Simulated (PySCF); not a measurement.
AlH₉Si₃.

```xyz
13

Al    -0.0029    -0.0022     0.0023
Si     2.3171    -0.4041    -0.7297
H      2.7171    -1.8462    -0.5276
H      3.2529     0.4316     0.1145
H      2.5750    -0.0503    -2.1729
Si    -0.7820    -0.8757     2.1724
H     -1.7851    -1.9812     1.9324
H     -1.4923     0.1934     2.9681
H      0.3161    -1.4427     3.0365
Si    -1.5340     1.2807    -1.4434
H     -2.9072     1.4908    -0.8570
H     -1.7050     0.5779    -2.7702
H     -0.9507     2.6420    -1.7433
```
Charge 0, spin multiplicity 1.

Geometry: PBE-D3(BJ)/def2-SVP. The structure was generated by enumeration; whether it is a known compound was not checked.

Method: PBE/pcSseg-1 run with PySCF. Non-relativistic, no solvent.

**Question.** Give the absolute GIAO shielding of each atom: isotropic value and principal components (ppm). (Estimate from the structure and the level; the computed values follow.)

**Answer.** 
| atom | σ(iso) | σ11 | σ22 | σ33 | span |
|---|---|---|---|---|---|
| Al1 | 88.6 | -67.4 | -66.2 | 399.4 | 466.8 |
| Si2 | 457.1 | 449.2 | 453.3 | 468.9 | 19.7 |
| H3 | 27.5 | 24.4 | 25.9 | 32.1 | 7.7 |
| H4 | 27.5 | 24.8 | 25.7 | 32.1 | 7.3 |
| H5 | 27.5 | 24.3 | 25.9 | 32.2 | 7.8 |
| Si6 | 456.9 | 448.4 | 453.5 | 468.9 | 20.5 |
| H7 | 27.5 | 24.7 | 25.7 | 32.1 | 7.3 |
| H8 | 27.4 | 24.4 | 25.9 | 32.1 | 7.7 |
| H9 | 27.5 | 24.3 | 25.9 | 32.2 | 7.8 |
| Si10 | 457.2 | 449.4 | 452.5 | 469.6 | 20.2 |
| H11 | 27.5 | 24.4 | 25.9 | 32.2 | 7.8 |
| H12 | 27.5 | 24.6 | 25.8 | 32.1 | 7.5 |
| H13 | 27.5 | 24.5 | 25.8 | 32.0 | 7.5 |
